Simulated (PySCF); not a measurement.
H4O4Si. Atoms are numbered in the order given.

```xyz
9

O     -1.0614    -0.9407     0.8737
Si     0.0000     0.0000     0.0000
O      0.9407    -1.0614    -0.8737
O     -0.9407     1.0614    -0.8737
O      1.0614     0.9407     0.8737
H     -0.6832    -1.7958     1.1430
H      1.7958    -0.6832    -1.1430
H     -1.7958     0.6832    -1.1430
H      0.6832     1.7958     1.1430
```

Coordinates come from a PBE-D3(BJ)/def2-SVP optimisation. The isomer is the one that the SMILES or the coordinates give; other isomers of the formula were not compared. The values are those of a single conformer.

Level of theory: PBE-D3(BJ)/def2-SVP (PySCF).

Frequencies are harmonic and unscaled.

Modes within 1.5 cm⁻¹ of each other (mostly degenerate sets) share a row, with their intensities summed.

```
mode   ν (cm⁻¹)  IR (km/mol)  Raman (Å⁴/amu)  depolarisation  moving atoms (share of kinetic energy)
-----  --------  -----------  --------------  --------------  --------------------------------------
1–2         191        150.6             4.7            0.75                          O 56 %, H 44 %
3           267          0.0             0.3            0.41                          O 63 %, H 37 %
4–5         269         15.7             2.8            0.75                          H 75 %, O 19 %
6           344          1.4             3.2            0.75                 O 46 %, H 35 %, Si 19 %
7–8         350        161.4             3.1            0.75                 O 52 %, H 34 %, Si 14 %
9           387        197.9             0.1            0.75                          O 56 %, H 37 %
10          732          0.0            13.5            0.00                                  O 99 %
11          811          0.0             0.1            0.01                                  H 94 %
12–14       818        627.3             7.2            0.75                          H 68 %, O 29 %
15          908         91.3             2.2            0.75                 Si 42 %, O 40 %, H 18 %
16–17       981        454.0             2.2            0.75                 Si 47 %, O 31 %, H 21 %
18–19      3767        243.7            91.9            0.75                                  H 94 %
20–21      3769         41.5           284.6            0.75                                  H 94 %
```
